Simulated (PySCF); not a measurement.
SMILES O(C)[SiH2][SiH2]OC (C2H10O2Si2), singlet, GFN2-xTB optimised geometry.

```
16

C      3.37    -0.76     0.00
O      1.98    -0.76     0.00
Si     1.00     0.54     0.00
Si    -1.00    -0.54     0.00
O     -1.98     0.76     0.01
C     -3.37     0.76     0.01
H      3.75    -0.24     0.88
H      3.71    -1.79     0.01
H      3.75    -0.25    -0.89
H      1.33     1.41     1.15
H      1.33     1.41    -1.15
H     -1.33    -1.41     1.15
H     -1.33    -1.40    -1.15
H     -3.71     1.79     0.02
H     -3.75     0.25    -0.88
H     -3.75     0.24     0.89
```

Density from PySCF with CAM-B3LYP/def2-TZVP at that geometry.

Minimum of the electron density along straight lines between bonded atoms, close to the bond critical point (lines longer than 1.1 times the sum of covalent radii, or with two minima, are not listed):

| bond | length / Å | ρ at the minimum / e bohr⁻³ | ∇²ρ there / e bohr⁻⁵ | position (fraction from the first atom) |
|---|---|---|---|---|
| C1–O2 | 1.393 | 0.267 | -0.54 | 0.35 |
| O2–Si3 | 1.627 | 0.142 | 0.90 | 0.59 |
| Si4–O5 | 1.627 | 0.142 | 0.90 | 0.41 |
| O5–C6 | 1.393 | 0.267 | -0.54 | 0.65 |
| C1–H7 | 1.092 | 0.285 | -1.01 | 0.65 |
| C1–H8 | 1.090 | 0.287 | -1.03 | 0.65 |
| C1–H9 | 1.092 | 0.285 | -1.01 | 0.65 |
| Si3–H10 | 1.478 | 0.123 | 0.16 | 0.49 |
| Si3–H11 | 1.478 | 0.123 | 0.16 | 0.49 |
| Si4–H12 | 1.478 | 0.123 | 0.16 | 0.49 |
| Si4–H13 | 1.478 | 0.123 | 0.16 | 0.49 |
| C6–H14 | 1.090 | 0.287 | -1.03 | 0.65 |
| C6–H15 | 1.092 | 0.285 | -1.01 | 0.65 |
| C6–H16 | 1.092 | 0.285 | -1.01 | 0.65 |
